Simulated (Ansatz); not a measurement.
Frontier orbitals of `C1=[N][GeH2][CH2]1`.

```tsv
atom	x (Å)	y (Å)	z (Å)
C1	0.469	-0.279	1.090
N2	1.061	-1.083	0.291
Ge3	0.087	-0.337	-1.173
C4	-0.523	0.653	0.433
H5	0.678	-0.281	2.168
H6	-0.894	-1.302	-1.859
H7	0.944	0.404	-2.213
H8	-1.557	0.514	0.756
H9	-0.267	1.712	0.508
```

The species carries charge 0 and has multiplicity 1. Correlated methods include outer-core shells of Ge, which these sets cover unevenly. Scalar relativity is left out up to krypton. Geometry: relaxed with PBE0-D4/def2-TZVP. Basis def2-TZVPP, Ansatz.

Orbital energies of one run (eV). Highest occupied ones, from the top: -6.01, -7.55, -7.82, -8.98, -9.78, -11.38, -11.84, -12.93, -15.25, -18.78, -24.30, -31.25, -31.26, -31.29. Empty: -1.09, -0.66, 0.29, 0.69, 1.61, 1.91.

Which functional gave them?
A. B97M-V
B. PBE0
C. BHLYP
D. r2SCAN0

A. HOMO energies: B97M-V -6.01, r2SCAN0 -7.16, PBE0 -6.99, BHLYP -8.28 eV.
